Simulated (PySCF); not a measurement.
Compound: C8H9N.
Z-matrix (Å and degrees, PBE0-D3(BJ)/def2-SVP geometry), rows numbered from 1:
```
C 
N   1  1.4305
C   2  1.2675  1  118.91
C   3  1.4701  2  123.01  1  -179.86
C   4  1.4027  3  120.82  2     0.44
C   5  1.3892  4  120.15  3   179.90
C   6  1.3980  5  120.24  4     0.01
C   7  1.3937  6  119.95  5     0.02
C   8  1.3935  7  119.87  6    -0.03
H   1  1.1028  2  109.63  3   121.79
H   1  1.1027  2  109.67  3  -122.21
H   1  1.1090  2  114.15  3    -0.18
H   3  1.1113  2  121.51  1     0.09
H   5  1.0919  4  118.06  3    -0.06
H   6  1.0926  5  119.88  4  -179.95
H   7  1.0926  6  120.03  5  -179.98
H   8  1.0924  7  120.14  6   179.97
H   9  1.0937  4  119.43  3     0.08
```

Probes without a nucleus sit at each ring's centroid and 1 Å off its mean plane on both sides; NICS is minus the shielding there, NICSzz its component along the normal. Level: GIAO HF/pcSseg-1 (PySCF, non-relativistic, gas phase) on the PBE0-D3(BJ)/def2-SVP geometry, one conformer.

Ring bond lengths (Å): C4–C5 1.403, C5–C6 1.389, C6–C7 1.398, C7–C8 1.394, C8–C9 1.394, C9–C4 1.400.

**Question.** Give the NICS values of each ring in ppm.

**Answer.** 
```tsv
ring	type	NICS(0)	NICS(1), two faces	NICS(1)zz, two faces	rms pucker (Å)	centre to ring atoms, mean (Å)
C4–C5–C6–C7–C8–C9	6-membered carbocycle; formal bonds all aromatic	-9.6	-12.2 / -12.2	-30.2 / -30.3	0.00	1.40
```

**Question.** What do they say, and how far can they be read as aromaticity?

**Answer.** 
- C4–C5–C6–C7–C8–C9: mean NICS(1)zz -30.2 ppm, shielded, aromatic by this magnetic criterion (flat ring, no four-coordinate atom).

**Question.** And the bond-length index? HOMA takes Krygowski's 1993 parameters.

**Answer.** 
- C4–C5–C6–C7–C8–C9: HOMA 0.98 = 1 − EN − GEO, with mean bond length 1.396 Å, EN = α(Ropt − mean)² = 0.017 and GEO = α × variance = 0.005. The geometric and the magnetic index point the same way.

**Question.** What field does 9.4 T along the ring normal induce along that normal at the first NICS(1) probe listed for ring C4–C5–C6–C7–C8–C9, 1 Å off the ring?

**Answer.** NICSzz × B0 = -30.2 ppm × 9.4 T = -284 μT, against the applied field.

**Question.** How do the values depend on the level or the medium?

**Answer.** 
```tsv
level	NICS(0), C4–C5–C6–C7–C8–C9	mean NICS(1)zz, C4–C5–C6–C7–C8–C9
HF/pcSseg-1, gas	-9.6	-30.2
PBE0/pcSseg-1, gas	-8.0	-27.4
```

The geometry is the same throughout.
